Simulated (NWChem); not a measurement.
All runs are NWChem calculations. System: Cl$_{2}$Se, charge 0, spin multiplicity 1, at a geometry optimised with B3LYP/def2-SVP. The structure started from a generated list of species. Level: evGW0@PBE/def2-TZVP, RI basis def2-tzvp-rifit, 6 cycles.

The NWChem input:

```
start mol
memory heap 200 mb stack 700 mb global 1700 mb
geometry units angstroms nocenter noautoz
  Se     0.000000     0.000000     0.687229
  Cl    -1.715466     0.000000    -0.687229
  Cl     1.715466     0.000000    -0.687229
  symmetry group C2v
end
basis spherical
  * library def2-tzvp
end
basis "ri basis" bse spherical
  * library def2-tzvp-rifit
end
dft
  xc xpbe96 cpbe96
  iterations 100
  direct
  tolerances tight
end
task dft energy
gw
  evgw0 6
  states alpha occ -1 vir -1
end
task dft gw
```

Output (cleaned and shortened):

```
             Northwest Computational Chemistry Package (NWChem) 7.3.0
             --------------------------------------------------------

                                NWChem Input Module
                                -------------------

 Scaling coordinates for geometry "geometry" by  1.889725989
 (inverse scale =  0.529177249)

 Turning off AUTOSYM since
 SYMMETRY directive was detected!

                             Geometry "geometry" -> ""
                             -------------------------

 Output coordinates in angstroms (scale by  1.889725989 to convert to a.u.)

  No.       Tag          Charge          X              Y              Z
 ---- ---------------- ---------- -------------- -------------- --------------
    1 Se                  34.0000     0.00000000     0.00000000     0.68722900
    2 Cl                  17.0000    -1.71546600     0.00000000    -0.68722900
    3 Cl                  17.0000     1.71546600     0.00000000    -0.68722900

 Effective nuclear repulsion energy (a.u.)     322.8644175041

            Nuclear Dipole moment (a.u.)
            ----------------------------
        X                 Y               Z
 ---------------- ---------------- ----------------
     0.0000000000     0.0000000000     0.0000000000

      Symmetry information
      --------------------

 Group name             C2v
 Group number             16
 Group order               4
 No. of unique centers     2

      Symmetry unique atoms

     1    2


 Summary of "ao basis" -> "" (spherical)
 ------------------------------------------------------------------------------
       Tag                 Description            Shells   Functions and Types
 ---------------- ------------------------------  ------  ---------------------
 *                         def2-tzvp                  on all atoms

 new library libraries.bse/

 Summary of "ri basis" -> "" (spherical)
 ------------------------------------------------------------------------------
       Tag                 Description            Shells   Functions and Types
 ---------------- ------------------------------  ------  ---------------------
 *                      def2-tzvp-rifit               on all atoms

  pbe96 is a nonlocal functional; adding pw91lda local functional.

                                 NWChem DFT Module
                                 -----------------

 Summary of "ao basis" -> "ao basis" (spherical)
 ------------------------------------------------------------------------------
       Tag                 Description            Shells   Functions and Types
 ---------------- ------------------------------  ------  ---------------------
 Se                        def2-tzvp                16       48   6s5p4d1f
 Cl                        def2-tzvp                13       37   5s5p2d1f

 Summary of "ao basis" -> "ao basis" (spherical)
 ------------------------------------------------------------------------------
       Tag                 Description            Shells   Functions and Types
 ---------------- ------------------------------  ------  ---------------------
 Se                        def2-tzvp                16       48   6s5p4d1f
 Cl                        def2-tzvp                13       37   5s5p2d1f

      Symmetry analysis of basis
      --------------------------

        a1         46
        a2         17
        b1         36
        b2         23

            General Information
            -------------------
          SCF calculation type: DFT
          Wavefunction type:  closed shell.
          No. of atoms     :     3
          No. of electrons :    68
           Alpha electrons :    34
            Beta electrons :    34
          Charge           :     0
          Spin multiplicity:     1
          Use of symmetry is: on ; symmetry adaption is: on
          Maximum number of iterations: 100
          This is a Direct SCF calculation.
          AO basis - number of functions:   122
                     number of shells:    42
          Convergence on energy requested:  1.00D-06
          Convergence on density requested:  1.00D-05
          Convergence on gradient requested:  5.00D-04

              XC Information
              --------------
          PerdewBurkeErnzerhof Exchange Functional  1.000
            Perdew 1991 LDA Correlation Functional  1.000 local
           PerdewBurkeErnz. Correlation Functional  1.000 non-local

             Grid Information
             ----------------
          Grid used for XC integration:  medium
          Radial quadrature: Mura-Knowles
          Angular quadrature: Lebedev.
          Tag              B.-S. Rad. Rad. Pts. Rad. Cut. Ang. Pts.
          ---              ---------- --------- --------- ---------
          Se                  1.15      112           8.0       590
          Cl                  1.00       88          10.0       590
          Grid pruning is: on
          Number of quadrature shells:   200
          Spatial weights used:  Erf1

          Convergence Information
          -----------------------
          Convergence aids based upon iterative change in
          total energy or number of iterations.
          Levelshifting, if invoked, occurs when the
          HOMO/LUMO gap drops below (HL_TOL):  1.00D-02
          DIIS, if invoked, will attempt to extrapolate
          using up to (NFOCK): 10 stored Fock matrices.

                    Damping( 0%)  Levelshifting(0.5)       DIIS
                  --------------- ------------------- ---------------
          dE  on:    start            ASAP                start
          dE off:    2 iters        100 iters           100 iters
[...]
@GW        26        -23.498           0.000
@GW        27        -19.546           0.000
@GW        28        -14.151           0.000
@GW        29        -13.229           0.000
@GW        30        -12.607           0.000
@GW        31        -11.563           0.000
@GW        32        -11.646           0.000
@GW        33        -11.373           0.000
@GW        34         -8.963           0.000
@GW        35         -0.550           0.000
@GW        36         -0.165           0.000
@GW        37          6.647           0.000
@GW        38          6.945           0.000
@GW        39          7.924           0.000
@GW        40          7.811           0.000
@GW        41          8.395           0.000
@GW        42          8.364           0.000
@GW        43          8.912           0.000
@GW        44          8.782           0.000
@GW        45         11.365           0.000
@GW        46         11.488           0.000
@GW        47         12.103           0.000
@GW        48         12.229           0.000
@GW        49         12.265           0.000
@GW        50         13.294           0.000
@GW        51         13.810           0.000
@GW        52         14.183           0.000
@GW        53         14.372           0.000
@GW        54         15.111           0.000
@GW        55         15.388           0.000
@GW        56         16.908           0.000
@GW        57         18.439           0.000
@GW        58         18.169           0.000
@GW        59         17.844           0.000
@GW        60         18.140           0.000
@GW        61         19.828           0.000
@GW        62         29.228           0.000
@GW        63         29.114           0.000
@GW        64         34.369           0.000
@GW        65         34.673           0.000
@GW        66         35.486           0.000
@GW        67         36.777           0.000
@GW        68         35.291           0.000
@GW        69         39.225           0.000
@GW        70         40.521           0.000
@GW        71         41.219           0.000
@GW        72         42.840           0.000
@GW        73         41.309           0.000
@GW        74         42.836           0.000
@GW        75         42.916           0.000
@GW        76         42.076           0.000
@GW        77         52.476           0.000
@GW        78         53.187           0.000
@GW        79         52.891           0.000
@GW        80         53.059           0.000
@GW        81         53.245           0.000
@GW        82         53.616           0.000
@GW        83         55.745           0.000
@GW        84         55.265           0.000
@GW        85         56.187           0.000
@GW        86         55.950           0.000
@GW        87         56.517           0.000
@GW        88         56.957           0.000
@GW        89         63.276           0.000
@GW        90         63.181           0.000
@GW        91         63.146           0.000
@GW        92         63.167           0.000
@GW        93         63.176           0.000
@GW        94         63.238           0.000
@GW        95         63.500           0.000
@GW        96         64.218           0.000
@GW        97         64.762           0.000
@GW        98         65.735           0.000
@GW        99         65.013           0.000
@GW       100         65.012           0.000
@GW       101         65.733           0.000
@GW       102         66.774           0.000
@GW       103         70.643           0.000
@GW       104         70.995           0.000
@GW       105         70.935           0.000
@GW       106         72.694           0.000
@GW       107         86.909           0.000
@GW       108         89.497           0.000
@GW       109        103.246           0.000
@GW       110        103.561           0.000
@GW       111        104.133           0.000
@GW       112        109.232           0.000
@GW       113        119.613           0.000
@GW       114        185.712           0.000
@GW       115        303.036           0.000
@GW       116        303.066           0.000
@GW       117        303.077           0.000
@GW       118        303.282           0.000
@GW       119        311.587           0.000
@GW       120        311.769           0.000
@GW       121        678.938           0.000
@GW       122        682.744           0.000

  *** G5W0

          Solving quasiparticle equations

                  Alpha Orbitals
          State     Energy (eV)     Error (eV)
          -----------------------------------
@GW         1     -12331.093           0.000
@GW         2      -2805.122           0.000
@GW         3      -2776.397           0.000
@GW         4      -1582.641           0.000
@GW         5      -1419.383           0.000
@GW         6      -1442.388           0.000
@GW         7      -1446.873           0.000
@GW         8       -274.315           0.000
@GW         9       -274.699           0.000
@GW        10       -233.646           0.000
@GW        11       -205.961           0.000
@GW        12       -205.960           0.000
@GW        13       -205.689           0.000
@GW        14       -205.689           0.000
@GW        15       -205.733           0.000
@GW        16       -205.730           0.000
@GW        17       -173.216           0.000
@GW        18       -172.828           0.000
@GW        19       -173.180           0.000
@GW        20        -63.674           0.000
@GW        21        -63.630           0.000
@GW        22        -63.326           0.000
@GW        23        -63.262           0.000
@GW        24        -63.210           0.000
@GW        25        -24.765           0.000
@GW        26        -23.498           0.000
@GW        27        -19.546           0.000
@GW        28        -14.151           0.000
@GW        29        -13.229           0.000
@GW        30        -12.606           0.000
@GW        31        -11.563           0.000
@GW        32        -11.645           0.000
@GW        33        -11.373           0.000
@GW        34         -8.963           0.000
@GW        35         -0.550           0.000
@GW        36         -0.165           0.000
@GW        37          6.647           0.000
@GW        38          6.945           0.000
@GW        39          7.924           0.000
@GW        40          7.811           0.000
@GW        41          8.395           0.000
@GW        42          8.364           0.000
@GW        43          8.912           0.000
@GW        44          8.782           0.000
@GW        45         11.365           0.000
@GW        46         11.488           0.000
@GW        47         12.103           0.000
@GW        48         12.229           0.000
@GW        49         12.265           0.000
@GW        50         13.294           0.000
@GW        51         13.810           0.000
@GW        52         14.182           0.000
@GW        53         14.372           0.000
@GW        54         15.111           0.000
@GW        55         15.388           0.000
@GW        56         16.908           0.000
@GW        57         18.440           0.000
@GW        58         18.169           0.000
@GW        59         17.845           0.000
@GW        60         18.141           0.000
@GW        61         19.828           0.000
@GW        62         29.228           0.000
@GW        63         29.114           0.000
@GW        64         34.370           0.000
@GW        65         34.673           0.000
@GW        66         35.486           0.000
@GW        67         36.775           0.000
@GW        68         35.291           0.000
@GW        69         39.225           0.000
@GW        70         40.522           0.000
@GW        71         41.217           0.000
@GW        72         42.842           0.000
@GW        73         41.310           0.000
@GW        74         42.837           0.000
@GW        75         42.917           0.000
@GW        76         42.073           0.000
@GW        77         52.475           0.000
@GW        78         53.188           0.000
@GW        79         52.892           0.000
@GW        80         53.060           0.000
@GW        81         53.246           0.000
@GW        82         53.621           0.000
@GW        83         55.751           0.000
@GW        84         55.266           0.000
@GW        85         56.192           0.000
@GW        86         55.952           0.000
@GW        87         56.522           0.000
@GW        88         56.955           0.000
@GW        89         63.279           0.000
@GW        90         63.183           0.000
@GW        91         63.146           0.000
@GW        92         63.168           0.000
@GW        93         63.177           0.000
@GW        94         63.239           0.000
@GW        95         63.504           0.000
@GW        96         64.222           0.000
@GW        97         64.767           0.000
@GW        98         65.735           0.000
@GW        99         65.016           0.000
@GW       100         65.016           0.000
@GW       101         65.763           0.000
@GW       102         66.774           0.000
@GW       103         70.647           0.000
@GW       104         70.999           0.000
@GW       105         70.940           0.000
@GW       106         72.697           0.000
@GW       107         86.908           0.000
@GW       108         89.502           0.000
@GW       109        103.248           0.000
@GW       110        103.566           0.000
@GW       111        104.130           0.000
@GW       112        109.246           0.000
@GW       113        119.629           0.000
@GW       114        185.715           0.000
@GW       115        303.053           0.000
@GW       116        303.081           0.000
@GW       117        303.091           0.000
@GW       118        303.300           0.000
@GW       119        311.602           0.000
@GW       120        311.780           0.000
@GW       121        678.973           0.000
@GW       122        682.805           0.000

     GW Timing Statistics
   ------------------------
   Init.   :          0.2s
     ERIs  :          2.6s
     Distr.:          0.1s
     Vxc   :          0.2s
   Sigma_x :          0.0s
   RPA     :          7.8s
   Wmn     :          8.8s
   Sigma_c :          8.6s
   GW total:         28.5s

 Task  times  cpu:       28.5s     wall:       28.5s

 Total times  cpu:       46.8s     wall:       46.8s
```
